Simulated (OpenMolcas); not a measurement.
An OpenMolcas run meant for Tb3+ (ANO-R2, X2C; inactive shells 1s 2s 2p 3s 3p 3d 4s 4p 4d 5s 5p; intended active space 8 electrons in 7 orbitals (4f)). One step of its input:

```
&CASPT2
Multistate=7 1 2 3 4 5 6 7
Frozen=14 9
IPEA=-0.25
Imaginary=0.1
MaxIter=60
WThr=0.0 0.3 0.05
PrWF=0.5
NoMix
```

The run finished. Its levels beside those of a sound run (SS-CASPT2, IPEA 0.25 Eh, imaginary shift 0.1 Eh (closed shells correlated: 5s 5p)), in cm⁻¹ above each run's lowest level:

| Level | This run | Usual run |
| --- | --- | --- |
| 4f⁸ ⁷F₆ | 0.0 | 0.0 |
| 4f⁸ ⁷F₅ | 2005 | 1990 |
| 4f⁸ ⁷F₄ | 3303 | 3318 |
| 4f⁸ ⁷F₃ | 4375 | 4395 |
| 4f⁸ ⁷F₂ | 5190 | 5212 |
| 4f⁸ ⁷F₁ | 5755 | 5773 |
| 4f⁸ ⁷F₀ | 6044 | 6060 |
| 4f⁸ ⁵D₄ | 19593 | 21359 |
| 4f⁸ ⁵D₃ | 25153 | 26897 |
| 4f⁸ ⁵D₂ | 27529 | 29248 |
| 4f⁸ ⁵L₁₀ | 27389 | 29293 |
| 4f⁸ ⁵G₅ | 28347 | 30434 |
| 4f⁸ ⁵G₆ | 28505 | 30562 |
| 4f⁸ ⁵L₉ | 28775 | 30677 |

Task: Which setting is unsound, and how much does it matter here?

Result: The IPEA shift is negative. Against the sound run the excited levels shown move by 1000 cm-1 on average and by 2100 cm-1 at most.

CASPT2 does not keep the components of a term degenerate, so their means are used; among the terms shown or strongly mixed into the levels shown the widest spread is 1900 cm-1 (4f⁸ ⁵D, this run). High states are left out of the spin-orbit mixing, which shifts the levels that they would mix with. The CASPT2 spread within a term exceeds the gap to the next term for 4f⁸ ⁵G and 4f⁸ ⁵L, so the order of their levels is uncertain, and so are names and mixing where such terms share a J (holds for this run). Levels of configurations outside the active space are missing.
